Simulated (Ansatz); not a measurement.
Coupled-cluster diagnostics for In₃O₁₀H₁₁, a hydroxylated oxide cluster, Ansatz.

Geometry of the singlet (r2SCAN-D4/def2-SVP):

```xyz
24

In    1.756   -0.678    0.419
In    0.326    2.145    0.571
In   -1.277   -0.852   -0.775
O    -2.010   -3.027   -0.296
O     0.646   -1.623   -1.261
O    -2.749   -1.309   -2.086
O     3.269   -1.957    0.689
O     1.682    1.100   -0.794
O    -0.315   -0.866    1.081
O     1.807    1.015    1.786
O     0.507    4.137    0.401
O    -1.074    1.278   -0.967
O    -1.132    1.450    1.892
H    -1.256   -3.620   -0.432
H    -2.542   -3.061   -1.116
H     1.027   -1.674   -2.147
H    -2.951   -0.605   -2.716
H     3.958   -1.526    1.216
H     1.246    0.987   -1.651
H    -0.651   -0.083    1.629
H     1.410    0.815    2.647
H     1.382    4.343    0.042
H    -1.931    1.725   -0.887
H    -1.130    1.887    2.754
```

In the def2 sets In takes a core potential; there is no spin–orbit coupling. Correlated methods freeze 22 core orbitals; core or outer-core shells of In are correlated, in sets that lack core-valence functions.

Question: Estimate the CCSD(T) correlation energy, the shares of MP2 and (T), T1 and the reference's ⟨S²⟩ for: charge 0, singlet, own geometry in def2-SVP; and the rough time on 2 threads of AMD EPYC 7R13 on a shared host and a share (18 GiB) of an NVIDIA H100 80GB HBM3.

Answer: 
```csv
state,basis,correlation (eV),MP2 share (%),(T) share (%),T1,⟨S²⟩ (pure),wall time
"charge 0, singlet, own geometry",def2-SVP,-63.508,95.8,2.4,0.014,0.00 (0.00),32 s
```
Customary marks for T1 are 0.02 (closed shells), 0.045 (open shells) and about 0.05 (3d metals). T1 stays under 0.02 throughout.
